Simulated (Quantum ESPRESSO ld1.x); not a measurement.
Sb2+, 49 electrons, occupied as [Kr] 4d10 5s2 5p1. All-electron calculation, Dirac Kohn-Sham, BP86, spin-unpolarised, spherical densities, point nucleus; open shells fill j = l - 1/2 first. Program: ld1.x of Quantum ESPRESSO 7.5.

Unscreened Slater integrals over Kohn-Sham orbitals (hartree). Large and small components are both included. Empty in this configuration: 5p3/2.

integral,value
"F0(5p1/2,5p1/2)",0.37055
"F0(5p1/2,5s1/2)",0.39666
"G1(5p1/2,5s1/2)",0.26698
"F0(5p1/2,4d5/2)",0.46129
"G3(5p1/2,4d5/2)",0.041576
"F0(5p1/2,4d3/2)",0.46195
"G1(5p1/2,4d3/2)",0.045494
"F0(5p1/2,5p3/2)",0.36441
"G2(5p1/2,5p3/2)",0.19697
"F0(5s1/2,5s1/2)",0.43112
"F0(5s1/2,4d5/2)",0.52550
"G2(5s1/2,4d5/2)",0.071726
"F0(5s1/2,4d3/2)",0.52647
"G2(5s1/2,4d3/2)",0.069338
"F0(5s1/2,5p3/2)",0.38872
"G1(5s1/2,5p3/2)",0.25459
"F0(4d5/2,4d5/2)",0.87736
"F2(4d5/2,4d5/2)",0.44118
"F4(4d5/2,4d5/2)",0.29104
"F0(4d5/2,4d3/2)",0.88280
"F2(4d5/2,4d3/2)",0.44385
"G2(4d5/2,4d3/2)",0.44348
"G4(4d5/2,4d3/2)",0.29262
"F0(4d5/2,5p3/2)",0.44787
"F2(4d5/2,5p3/2)",0.12312
"G1(4d5/2,5p3/2)",0.041309
"G3(4d5/2,5p3/2)",0.037208
"F0(4d3/2,4d3/2)",0.88835
"F2(4d3/2,4d3/2)",0.44667
"F0(4d3/2,5p3/2)",0.44849
"F2(4d3/2,5p3/2)",0.12159
"G1(4d3/2,5p3/2)",0.039790
"G3(4d3/2,5p3/2)",0.036136
"F0(5p3/2,5p3/2)",0.35867
"F2(5p3/2,5p3/2)",0.19464
